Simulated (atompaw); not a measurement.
# erbium PAW (atompaw): all-electron and pseudo phase curves

```json
{
 "Element": "Er (Z = 68)",
 "Generator": "atompaw 4.2.0.5",
 "Type": "PAW",
 "Functional": "PBE",
 "Relativity": "scalar-relativistic",
 "Frozen core": "[Kr] 4d10 4f11",
 "Valence charge": "11",
 "Reference configuration": "5s2 5p6 5d1 6s2 6p0",
 "Partial waves": "5s (bound); 6s (bound); 5p (bound); 6p (bound, empty); 5d (bound); 5d channel at 0.45 Ry",
 "Local potential": "bessel scheme, radius 2.55 bohr",
 "Core correction": "smooth core density matched at 2.35 bohr",
 "Augmentation charge": "besselshape compensation charge, radius 2.80 bohr; PAW radius 3.00 bohr; waves and projectors: bloechl"
}
```

The phase is arctan(r·u′/u) with u = r·R(r), unwrapped; energies in Ry, scanned from -6 to 5 Ry. A pole is an energy at which the radial function vanishes at the test radius. The pseudo phase is shifted by a multiple of π to meet the all-electron one at the reference energy, and phase errors are pseudo minus all-electron; the curves can meet again beyond the range given. Levels narrower than the energy grid can be missing from the lists of poles.

```json
{"channel": "s", "radius (bohr)": "3.00", "reference energy (Ry)": "-0.32", "poles, all-electron": "-4.09, 1.80", "poles, pseudo": "-4.09, 1.77", "unbroken range about the reference energy with phases within 0.05 rad": "below 3.8", "phase error 1 Ry above the reference energy (rad)": "-0.001"}
{"channel": "p", "radius (bohr)": "3.00", "reference energy (Ry)": "-0.10", "poles, all-electron": "-2.10, 3.08", "poles, pseudo": "-2.10, 3.12", "unbroken range about the reference energy with phases within 0.05 rad": "the whole range", "phase error 1 Ry above the reference energy (rad)": "+0.003"}
{"channel": "d", "radius (bohr)": "3.00", "reference energy (Ry)": "-0.15", "poles, all-electron": "0.45", "poles, pseudo": "0.45", "unbroken range about the reference energy with phases within 0.05 rad": "the whole range", "phase error 1 Ry above the reference energy (rad)": "+0.000"}
```

Phases in the p channel:

```csv
E (Ry),all-electron,pseudo
-6.00,1.427,1.427
-5.76,1.423,1.423
-5.52,1.419,1.419
-5.28,1.415,1.415
-5.04,1.411,1.411
-4.80,1.406,1.406
-4.56,1.400,1.401
-4.32,1.394,1.394
-4.08,1.387,1.387
-3.84,1.379,1.379
-3.60,1.370,1.370
-3.36,1.358,1.358
-3.12,1.342,1.343
-2.88,1.319,1.319
-2.64,1.276,1.276
-2.40,1.123,1.123
-2.16,-1.446,-1.446
-1.92,-1.708,-1.708
-1.68,-1.767,-1.767
-1.44,-1.804,-1.804
-1.20,-1.838,-1.837
-0.96,-1.874,-1.874
-0.72,-1.918,-1.918
-0.48,-1.976,-1.976
-0.24,-2.059,-2.059
0.00,-2.188,-2.188
0.24,-2.410,-2.410
0.48,-2.822,-2.821
0.72,-3.441,-3.438
0.96,-3.950,-3.947
1.20,-4.233,-4.230
1.44,-4.390,-4.388
1.68,-4.487,-4.485
1.92,-4.553,-4.550
2.16,-4.601,-4.598
2.40,-4.638,-4.635
2.64,-4.668,-4.665
2.88,-4.693,-4.690
3.12,-4.716,-4.712
3.36,-4.736,-4.732
3.60,-4.756,-4.751
3.84,-4.775,-4.770
4.08,-4.795,-4.789
4.32,-4.816,-4.808
4.56,-4.840,-4.830
4.80,-4.867,-4.854
```
